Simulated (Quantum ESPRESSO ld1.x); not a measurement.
Q: Au XXXIII, configuration [Kr] 4d10 4f1. All-electron calculation, Dirac Kohn-Sham, PBE, spin-unpolarised, spherical densities, point nucleus; open shells fill j = l - 1/2 first. Program: ld1.x of Quantum ESPRESSO 7.5.

Spin-orbit splittings of the eigenvalues, e(l+1/2) - e(l-1/2), with zeta = 2 splitting/(2l+1) and mean radii in bohr:

shell  occ.  splitting (eV)  zeta (eV)  <r> j=l-1/2  <r> j=l+1/2
2p        6            1835       1223      0.05800      0.06656
3p        6           408.7      272.5       0.1729       0.1882
3d       10           87.66      35.06       0.1639       0.1686
4p        6           116.1      77.39       0.3827       0.4086
4d       10               ?          ?       0.4019       0.4094
4f        1           6.383      1.824       0.3846       0.3877

Estimate the 4d splitting.

A: 23.75 eV (zeta = 9.499 eV).
